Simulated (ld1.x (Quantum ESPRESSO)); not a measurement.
Tl, TM: configuration errors across variants

* Element: thallium
* Generator: ld1.x (Quantum ESPRESSO) 7.5
* Type: norm-conserving Troullier–Martins (Kleinman–Bylander form)
* Functional: PBE
* Relativity: scalar-relativistic
* Frozen core: [Xe] 4f14 5d10
* Valence charge: 3
* Reference configuration: 6s2 6p1
* Partial waves: 6s (bound): rc 2.25 bohr; 6p (bound): rc 2.35 bohr; 6d channel at 0.25 Ry: rc 2.55 bohr
* Local potential: all-electron potential smoothed inside 2.25 bohr (lloc = -1)
* Core correction: a·sin(br)/r model core, default radius (core density twice the valence density)

All-electron excitation energies from the reference (eV): (1) 6s2 6p0 5.167; (2) 6s1 6p0 25.947; (3) 6s2 6p0.5 1.853; (4) 6s2 6p1.3 -0.494; (5) 6s1 6p2 7.403; (6) 6s1 6p1 13.444; (7) 6s0 6p3 15.210.

The default core radius of the base comes out at 2.10 bohr.

1 further variants failed, have other tests or too few solved ones, and are left out.

A true bound ghost makes a file unfit for plane-wave use even where its test errors are small: the radial tests pick states by their node count and pass the ghost by.

Errors AE − PS in meV (a dash: test not solved or not reliable):

| change | (1) | (2) | (3) | (4) | (5) | (6) | (7) | bound ghosts |
| --- | --- | --- | --- | --- | --- | --- | --- | --- |
| base | -29 | -382 | -5.1 | -0.4 | -47 | -123 | -179 | d |
| core correction a·sin(br)/r model core inside 1.12 bohr | -29 | -381 | -5.2 | -0.4 | -48 | -123 | -187 | d |
| wave 6d channel at 0.25 Ry: rc 2.55 bohr becomes 6d channel at 0.25 Ry: rc 3.54 bohr | -29 | -382 | -5.1 | -0.4 | -47 | -123 | -179 | none |
| wave 6p (bound): rc 2.35 bohr becomes 6p (bound): rc 3.44 bohr | -32 | -396 | -5.4 | -0.3 | -37 | -114 | -130 | d |
| wave 6d channel at 0.25 Ry: rc 2.55 bohr becomes 6d channel at 0.76 Ry: rc 2.55 bohr | -29 | -382 | -5.1 | -0.4 | -47 | -123 | -179 | d |

(1) Give the same row for: all radii but the core radius scaled by about 0.93 (s 2.10, p 2.18, d 2.38 bohr); local potential all-electron potential smoothed inside 2.10 bohr (lloc = -1).

## Answers

(1) -22, -215, -4.1, -0.2, -30, -75, -159; bound ghosts: d, s.
